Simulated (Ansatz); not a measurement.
Species: C$_{2}$H$_{6}$Br$_{3}$NSi, net charge 0, singlet state. 
Structure (B3LYP-D3(BJ)/def2-TZVP (Ansatz, a quantum-chemistry and plane-wave program) minimum search):
```
N
C 1 1.4589
H 2 1.0875 1 110.88
H 2 1.0934 3 108.09 1 -120.02
H 2 1.0961 3 108.50 4 -117.24
C 1 1.4589 2 112.70 3 -177.76
H 6 1.0875 1 110.88 2 177.76
H 6 1.0934 7 108.09 1 120.02
H 6 1.0961 7 108.50 8 117.24
Si 1 1.6930 2 121.38 3 25.83
Br 10 2.2198 1 110.12 2 -163.00
Br 10 2.2198 1 110.12 2 -42.63
Br 10 2.2384 1 112.92 2 77.19
```

Quantity: vertical triplet-singlet gap (E(triplet) - E(singlet); each state is the SCF solution reached for its spin), in kcal/mol. Valence correlation only, unless marked. UHF or UKS for open shells. Spin-orbit coupling is left out. Frozen are the shells of the preceding noble gas and the d and f shells that filled before the atom's block. No relativistic terms. CBS(X,Y): correlation extrapolated as X^-3; Hartree-Fock from the larger set.

| level | program | vertical triplet-singlet gap (kcal/mol) |
|---|---|---|
| HF/def2-TZVPPD | Ansatz | 129.3 |
| HF/def2-QZVPPD | Ansatz | 129.3 |
| SVWN5/def2-TZVPD | Ansatz | 107.0 |
| PBE/def2-TZVPD | Ansatz | 107.1 |
| r2SCAN/def2-TZVPD | Ansatz | 114.1 |
| B3LYP/def2-TZVPD | Ansatz | 116.6 |
| CAM-B3LYP/def2-TZVPD | Ansatz | 125.3 |
| wB97X-V/def2-TZVPD | Ansatz | 132.6 |
| B2PLYP/def2-TZVPD | Ansatz | 125.4 |
| MP2/def2-SVPD | Ansatz | 140.7 |
| RI-MP2/CBS(def2-TZVPPD,def2-QZVPPD) | Ansatz | 140.4 |
| SCS-MP2/def2-SVPD | Ansatz | 142.9 |
| CCSD/def2-SVPD | Ansatz | 134.9 |
| CCSD(T)/def2-SVPD | Ansatz | 132.9 |
